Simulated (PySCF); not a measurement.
C2H5ClFGa. Atoms are numbered in the order given.

```xyz
10

Ga     0.1164    -0.0851     0.0000
F      1.8693     0.0715     0.0000
Cl    -0.5283    -2.1427     0.0000
C     -1.0356     1.5069     0.0000
C     -0.2718     2.8338     0.0000
H     -1.6930     1.4108     0.8805
H     -1.6930     1.4108    -0.8805
H      0.3746     2.9340    -0.8855
H      0.3746     2.9340     0.8855
H     -0.9690     3.6881     0.0000
```

Coordinates come from a B3LYP-D3(BJ)/def2-SVP optimisation. The structure was generated by enumeration; whether it is a known compound was not checked. One conformer was computed; it need not be the lowest.

All values below come from PySCF with PBE/def2-TZVP.

Isolated molecule, no solvent.

Estimate the frontier levels, gap, dipole moment and polarisability. (The exact figures need the calculation; the answer reports its results.)


```yaml
highest_occupied_level: -7.31 eV
lowest_empty_level: -1.76 eV
orbital_gap: 5.54 eV
dipole_moment: 3.32 D
quadrupole, principal values (traceless, Buckingham form, about the centre of nuclear charge): -6.71, 0.55, 6.16 D·Å
mean_static_polarisability: 65.1 bohr³ (9.65 Å³)
polarisability_principal_values: 48.8, 58.9, 87.7 bohr³
```
